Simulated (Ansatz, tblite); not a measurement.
Isomers of Cu₂Te₈ (singlet), found by a short tight-binding search and relaxed with PBE0-D4/def2-SVP in Ansatz.

In the def2 sets Te takes a core potential; there is no spin–orbit coupling. The xTB rows come from tblite.

Other spin states weren't relaxed.

A:

Cartesian coordinates in Å:
```
Cu 0.937 -0.176 1.905
Cu 1.379 0.508 -0.547
Te -1.107 2.713 -0.149
Te -1.262 -1.576 1.607
Te 0.810 1.084 -2.993
Te -2.690 0.600 -0.467
Te 1.305 -2.673 2.369
Te -1.148 -0.682 -2.658
Te 1.210 2.219 1.362
Te 0.567 -2.017 -0.430
```

B:

Cartesian coordinates in Å:
```
Cu 1.446 -0.250 -0.004
Cu -0.980 0.366 1.029
Te 2.462 1.794 1.036
Te -0.065 2.723 0.790
Te -1.995 -0.686 -1.224
Te -1.066 -3.216 -0.995
Te -0.308 2.875 -2.027
Te -0.704 -1.357 2.831
Te 0.349 0.277 -2.398
Te 0.861 -2.525 0.962
```

Problem. Estimate their order by electronic energy at PBE0-D4/def2-SVP, counted from the lowest.

Solution. B (0.0) < A (14.0), in kcal/mol.

Problem. Do the other levels pick the same lowest one?

Solution. All that were run do. Energies above each level's lowest (kcal/mol):

| level | A | B |
| --- | --- | --- |
| GFN1-xTB | 12.9 | 0.0 |
| GFN2-xTB | 37.7 | 0.0 |
| PBE-D4/def2-SVP | 9.9 | 0.0 |
| r2SCAN-D4/def2-SVP | 13.6 | 0.0 |
| PBE0-D4/def2-SVP | 14.0 | 0.0 |
Point groups (tolerance 0.1 Å): A not assigned, B C2. Lower isomers may exist.
